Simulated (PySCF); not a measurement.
# InN at PBE

Computed with PBE; In def2-SVPD with ECP28, N def2-SVPD; scalar-relativistic core potentials (PySCF 2.14).

| Item | Value |
| --- | --- |
| state | ³Σ⁻ (triplet), unpaired electrons π ↑↑ |
| bond length | 2.261 Å |
| harmonic wavenumber | 427 cm⁻¹ |
| force constant | 1.34 mdyn/Å |
| rotational constant Be | 0.2642 cm⁻¹ |
| anharmonicity ωexe | 2.42 cm⁻¹ |
| vibration–rotation constant αe | 0.00208 cm⁻¹ |
| well depth De to In + N | 215 kJ/mol |
| dissociation energy D0 | 212 kJ/mol |
| bond order (Mayer) | 1.10 |
| dipole moment (positive dipole means In(−)N(+)) | -2.27 D |

These are scalar-relativistic numbers at best; spin–orbit coupling would shift them, the dissociation energy most. The state is the lowest determinant that a PBE0 search found; another state may lie lower at other levels.
